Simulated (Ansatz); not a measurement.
Breaking a bond: SMILES [BeH2]. The Be1–H3 bond (Be1 also carries H; H3 carries nothing else) is pulled apart rigidly from the PBE0/def2-TZVP optimised geometry.

RKS-PBE = restricted PBE/cc-pVQZ (Ansatz, a quantum-chemistry and plane-wave program); UKS-PBE = unrestricted PBE/cc-pVQZ run with Ansatz; RKS-PBE0 = restricted PBE0/cc-pVQZ in Ansatz; FCI = full CI/cc-pVQZ, frozen core in Ansatz.

Energies relative to the lowest point of each curve near equilibrium, in kcal/mol; the last columns give the error against full CI:

```
R / Å  RKS-PBE  UKS-PBE  RKS-PBE0   FCI  RKS-PBE − FCI  UKS-PBE − FCI  RKS-PBE0 − FCI
-----  -------  -------  --------  ----  -------------  -------------  --------------
0.99      35.1     35.1      35.0  35.1            0.0            0.0            -0.2
1.06      19.9     19.9      19.6  19.7            0.2            0.2             0.0
1.14       8.8      8.8       8.6   8.6            0.2            0.2             0.0
1.20       3.9      3.9       3.7   3.7            0.2            0.2             0.0
1.25       1.5      1.5       1.3   1.3            0.2            0.2             0.0
1.30       0.2      0.2       0.2   0.2            0.1            0.1             0.0
1.34       0.0      0.0       0.0   0.0            0.0            0.0             0.0
1.38       0.3      0.3       0.4   0.4           -0.1           -0.1             0.0
1.41       0.8      0.8       1.0   1.0           -0.2           -0.2             0.0
1.47       2.5      2.5       2.8   2.8           -0.3           -0.3             0.0
1.54       5.4      5.4       5.8   5.8           -0.5           -0.5            -0.1
1.66      11.7     11.7      12.4  12.5           -0.8           -0.8             0.0
1.81      21.1     21.1      22.3  22.2           -1.1           -1.1             0.1
2.01      34.3     34.3      36.3  35.7           -1.4           -1.4             0.6
2.18      45.4     45.4      48.0  46.8           -1.4           -1.4             1.3
2.38      57.5     57.5      61.0  58.5           -1.0           -1.0             2.5
2.64      71.3     71.3      76.1  71.2            0.2            0.2             5.0
2.97      85.7     82.7      92.1  82.7            3.0            0.0             9.4
3.25      95.3     87.7     103.1  88.9            6.4           -1.2            14.3
3.65     105.5     91.0     115.3  93.6           11.9           -2.6            21.7
4.10     113.2     92.1     125.1  95.7           17.5           -3.5            29.4
4.68     119.2     92.5     133.2  96.5           22.7           -3.9            36.8
```

RKS-PBE is furthest from FCI at 4.68 (22.7 kcal/mol, above); its mean absolute error over the points is 3.2 kcal/mol.

UKS-PBE is furthest from FCI at 4.68 (-3.9 kcal/mol, below); its mean absolute error over the points is 0.9 kcal/mol.

RKS-PBE0 is furthest from FCI at 4.68 (36.8 kcal/mol, above); its mean absolute error over the points is 5.5 kcal/mol.

The restricted form behind RKS-PBE, RKS-PBE0 keeps the bonding electrons paired and can't separate into open-shell fragments. The unrestricted determinant behind UKS-PBE is spin-contaminated at 2.97 to 4.68 Å (<S²> up to 1.0, against 0.00 for a pure singlet).
